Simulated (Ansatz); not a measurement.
`C[SiH](O)[O][GeH2][OH]` and `C[Si@H](O)O[Si@@H](O)F` differ in one atom or group.

Ansatz, PBE0-D4/def2-TZVP geometries, multiplicity 1. Each molecule was computed in one conformer, which needn't be the lowest.

Scalar relativity is left out up to krypton.

```json
{"property": "HOMO–LUMO gap (ωB97M-V/def2-TZVPP) / eV", "`C[SiH](O)[O][GeH2][OH]`": "12.51"}
{"property": "HOMO energy (PBE/def2-TZVPP) / eV", "`C[SiH](O)[O][GeH2][OH]`": "-6.87"}
{"property": "LUMO energy (PBE0/def2-TZVPP) / eV", "`C[SiH](O)[O][GeH2][OH]`": "0.42"}
{"property": "size of the dipole moment (ωB97M-V/def2-TZVPP) / D", "`C[SiH](O)[O][GeH2][OH]`": "1.57"}
{"property": "HOMO energy (ωB97M-V/def2-TZVPP) / eV", "`C[SiH](O)[O][GeH2][OH]`": "-10.59"}
{"property": "size of the dipole moment (B3LYP/def2-TZVPP) / D", "`C[SiH](O)[O][GeH2][OH]`": "1.58"}
```

Problem. Give the same properties after the change, and the shifts. (An estimate is asked.)

Solution. Computed: 
```
                                          property  `C[Si@H](O)O[Si@@H](O)F`  shift
           HOMO–LUMO gap (ωB97M-V/def2-TZVPP) / eV                     12.96   0.45
                 HOMO energy (PBE/def2-TZVPP) / eV                     -7.38  -0.51
                LUMO energy (PBE0/def2-TZVPP) / eV                      0.33  -0.09
size of the dipole moment (ωB97M-V/def2-TZVPP) / D                      2.83   1.26
             HOMO energy (ωB97M-V/def2-TZVPP) / eV                    -11.16  -0.57
  size of the dipole moment (B3LYP/def2-TZVPP) / D                      2.83   1.25
```

With PBE0 the HOMO falls by 0.55 eV and the LUMO falls by 0.09 eV, so the gap widens by about 0.46 eV. PBE moves the HOMO by -0.51 eV and ωB97M-V by -0.57 eV. Dipoles are sizes alone; their direction can turn.

B3LYP here is the variant with VWN-RPA as its local correlation; programs differ in this.
